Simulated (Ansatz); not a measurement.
`B[Si](C)(O)F` → `[CH2]` (triplet) + `B[SiH](O)F` at 500 K and 1 bar (formal loss of a carbene).

Program: Ansatz. Geometries: PBE0-D4/def2-TZVP. ΔE: electronic, gas phase. CCSD(T)/CBS adds triple-zeta CCSD(T) − MP2 to the extrapolated MP2 energy (def2 sets, frozen cores). This one scheme is used for every species. Triplets are unrestricted, without spin–orbit coupling. One conformer a species, not always the lowest.

| species | CCSD(T)/CBS energy (Eh) | H − E (kJ/mol) | S (J/(mol·K)) |
| --- | --- | --- | --- |
| `B[Si](C)(O)F` | -530.60219 | 247.1 | 437.2 |
| `[CH2]` (triplet) | -39.09499 | 62.7 | 213.9 |
| `B[SiH](O)F` | -491.32150 | 161.5 | 375.2 |

H − E and S are ideal-gas, rigid-rotor, harmonic terms from PBE0-D4/def2-TZVP, for one conformer and one mirror image of each species, with the whole ground term of open shells counted as degenerate. 1 Eh = 2625.50 kJ/mol, R = 8.31446 J/(mol·K).

Task: By hand: ΔE, ΔH, ΔS and ΔG.

Result: ΔE = (-39.09499) + (-491.32150) − (-530.60219) = 0.18570 Eh = 487.6 kJ/mol. Δ(H − E) = 62.7 + 161.5 − 247.1 = -22.9, so ΔH = 464.7 kJ/mol. ΔS = 213.9 + 375.2 − 437.2 = 151.9 J/(mol·K). ΔG = 464.7 − 500 × (151.9)/1000 = 388.8 kJ/mol.

Task: By hand: the equilibrium constant, and the temperature at which ΔG would vanish if ΔH and ΔS stayed fixed.

Result: log₁₀ K = −ΔG/(RT ln 10) = -40.6. ΔG = 0 at ΔH/ΔS = 3059 K, far beyond where these terms or the molecules hold.

The number of gas molecules changes by +1, which sets the sign of ΔS. A doubt of 5 kJ/mol in ΔE shifts log₁₀ K by 0.5 here. Other conformers and mirror images would add mixing entropy, several J/(mol·K) or more a flexible species. Modes under 60 cm⁻¹, often nearly free rotors, make the harmonic entropy too high. A triplet takes part, so the spin changes. These are equilibria of isolated gas molecules and say nothing of rates. Largest T1 diagnostic: 0.012 (customary marks: 0.02 for closed shells, 0.045 for open ones).
